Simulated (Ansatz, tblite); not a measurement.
Cost and result up the ladder for NbSe(OH)3 (NbSeO3H3) (8 atoms). Charge 0, multiplicity 1. Geometry: r2SCAN-D4/def2-SVP.

```xyz
8

Nb    0.0239   -0.0089   -0.0267
Se    1.5025   -0.5345   -1.7052
O    -0.2859    1.8522    0.0033
H     0.0432    2.5872   -0.5286
O     0.7246   -0.5376    1.6435
H     1.5468   -0.9650    1.9131
O    -1.6175   -0.8959   -0.3080
H    -1.9377   -1.4976   -0.9913
```

Ansatz on 4 threads of Intel Xeon on a shared host; xTB runs through tblite on one thread. Times are rough, summed over both states, and most runs start from the orbitals of an earlier one. PBE0-D4/def2-TZVP serves as the yardstick here, not as an exact answer. Differences are given only for rows in sets of like size (and for xTB, whose basis is part of the method), since another set adds its own error. The other state is a doublet.

In the def2 sets Nb takes a core potential; there is no spin–orbit coupling. The xTB rows come from tblite. Correlated methods freeze 12 core orbitals; core or outer-core shells of Nb, Se are correlated, in sets that lack core-valence functions. The rows differ in basis, and correlated rows in double-zeta sets carry the largest basis error.

Correlated methods converge slowly with the basis, most of all in double-zeta sets.

Raw xTB energies of ions are shifted by several eV.

```json
{"level": "GFN1-xTB", "functions": "36", "vertical IE (eV)": "13.33", "difference from PBE0-D4/def2-TZVP (eV)": "4.08", "remarks": "–"}
{"level": "CCSD(T)/def2-SVP", "functions": "120", "vertical IE (eV)": "9.15", "difference from PBE0-D4/def2-TZVP (eV)": "–", "remarks": "test for broken spin undecided (singlet)"}
{"level": "PBE0-D4/def2-TZVP", "functions": "199", "vertical IE (eV)": "9.25", "difference from PBE0-D4/def2-TZVP (eV)": "0.00", "remarks": "–"}
{"level": "GFN2-xTB", "functions": "33", "vertical IE (eV)": "13.96", "difference from PBE0-D4/def2-TZVP (eV)": "4.71", "remarks": "–"}
```

Estimate how long each takes.

GFN2-xTB 0.02 s; GFN1-xTB 0.03 s; PBE0-D4/def2-TZVP 31 s; CCSD(T)/def2-SVP 2.9 min. On shared hardware such times vary by a factor of up to 3.
